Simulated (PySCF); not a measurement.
PySCF input (BP86/def2-SVP):

```python
from pyscf import gto, dft

mol = gto.M(
    atom='''
    Cu   -0.00000000   -0.00000000   -1.14569503
    Cu    0.00000000    0.00000000    1.14569503
    ''',
    basis='def2-svp',
    charge=0,
    spin=0,
    verbose=4,
)

mf = dft.RKS(mol, xc='bp86')
mf.grids.level = 3
mf.conv_tol = 1e-9
mf.max_cycle = 100
mf.max_memory = 1500
mf.kernel()
if not mf.converged:
    mf = mf.newton()
    mf.kernel(mf.make_rdm1())
mf.dip_moment()
```

Output:

```
PySCF version 2.14.0

[INPUT] verbose = 4
[INPUT] num. atoms = 2
[INPUT] num. electrons = 58
[INPUT] charge = 0
[INPUT] spin (= nelec alpha-beta = 2S) = 0
[INPUT] symmetry False subgroup None
[INPUT] Mole.unit = angstrom
[INPUT] Symbol           X                Y                Z      unit          X                Y                Z       unit  Magmom
[INPUT]  1 Cu     0.000000000000   0.000000000000  -1.145695030000 AA    0.000000000000   0.000000000000  -2.165049828975 Bohr   0.0
[INPUT]  2 Cu     0.000000000000   0.000000000000   1.145695030000 AA    0.000000000000   0.000000000000   2.165049828975 Bohr   0.0

nuclear repulsion = 194.221857793919
number of shells = 22
number of NR pGTOs = 146
number of NR cGTOs = 62
basis = def2-svp
ecp = {}

******** <class 'pyscf.dft.rks.RKS'> ********
method = RKS
initial guess = minao
damping factor = 0
level_shift factor = 0
DIIS = <class 'pyscf.scf.diis.CDIIS'>
diis_start_cycle = 1
diis_space = 8
diis_damp = 0
SCF conv_tol = 1e-09
SCF conv_tol_grad = None
SCF max_cycles = 100
direct_scf = True
direct_scf_tol = 1e-13
XC library pyscf.dft.libxc version 7.1.2
    S. Lehtola, C. Steigemann, M. J. T. Oliveira, and M. A. L. Marques,  SoftwareX 7, 1–5 (2018)
XC functionals = bp86
    A. D. Becke,  Phys. Rev. A 38, 3098 (1988)
    J. P. Perdew,  Phys. Rev. B 33, 8822 (1986)
    J. P. Perdew,  Phys. Rev. B 34, 7406–7406 (1986)
radial grids:
    Treutler-Ahlrichs [JCP 102, 346 (1995); DOI:10.1063/1.469408] (M4) radial grids

becke partition: Becke, JCP 88, 2547 (1988); DOI:10.1063/1.454033
pruning grids: <function nwchem_prune>
grids dens level: 3
symmetrized grids: False
atomic radii adjust function: <function treutler_atomic_radii_adjust>
small_rho_cutoff = 0
Set gradient conv threshold to 3.16228e-05
Initial guess from minao.
tot grids = 41280
init E= -3280.33298922122
  HOMO = -0.0484459102600082  LUMO = -0.0464037596469576  gap/eV = 0.05557
cycle= 1 E= -3279.39758050132  delta_E= 0.935  |g|= 3.17  |ddm|= 3.21
  HOMO = -0.439131725575368  LUMO = -0.306733021745289  gap/eV = 3.60275
cycle= 2 E= -3277.71397723599  delta_E= 1.68  |g|= 3.88  |ddm|= 4.82
  HOMO = -0.213815801351875  LUMO = -0.140559569221538  gap/eV = 1.99340
cycle= 3 E= -3281.03991948246  delta_E= -3.33  |g|= 0.166  |ddm|= 2.75
  HOMO = -0.127797758325774  LUMO = -0.0927077663094318  gap/eV = 0.95485
cycle= 4 E= -3281.04662216544  delta_E= -0.0067  |g|= 0.0906  |ddm|= 0.775
  HOMO = -0.144951800922829  LUMO = -0.101069369679151  gap/eV = 1.19410
cycle= 5 E= -3281.04828705899  delta_E= -0.00166  |g|= 0.015  |ddm|= 0.214
  HOMO = -0.143722457412665  LUMO = -0.100941118514704  gap/eV = 1.16414
cycle= 6 E= -3281.04832465713  delta_E= -3.76e-05  |g|= 0.00647  |ddm|= 0.022
  HOMO = -0.14448010258636  LUMO = -0.10119862745173  gap/eV = 1.17775
cycle= 7 E= -3281.04833046718  delta_E= -5.81e-06  |g|= 0.00248  |ddm|= 0.0047
  HOMO = -0.144619068416418  LUMO = -0.101222695825945  gap/eV = 1.18088
cycle= 8 E= -3281.04833139711  delta_E= -9.3e-07  |g|= 0.000361  |ddm|= 0.00296
  HOMO = -0.144650577716081  LUMO = -0.101223065785353  gap/eV = 1.18172
cycle= 9 E= -3281.04833141936  delta_E= -2.23e-08  |g|= 6.23e-05  |ddm|= 0.000402
  HOMO = -0.144652476922974  LUMO = -0.101222757167932  gap/eV = 1.18178
cycle= 10 E= -3281.04833141996  delta_E= -5.98e-10  |g|= 9.45e-06  |ddm|= 6.4e-05
  HOMO = -0.144656240456145  LUMO = -0.101223579378628  gap/eV = 1.18186
Extra cycle  E= -3281.04833141982  delta_E= 1.37e-10  |g|= 3.14e-05  |ddm|= 5.3e-05
converged SCF energy = -3281.04833141982
Dipole moment(X, Y, Z, Debye):  0.00000,  0.00000, -0.00000
```

The geometry given is a B3LYP-D3(BJ)/def2-TZVP minimum.
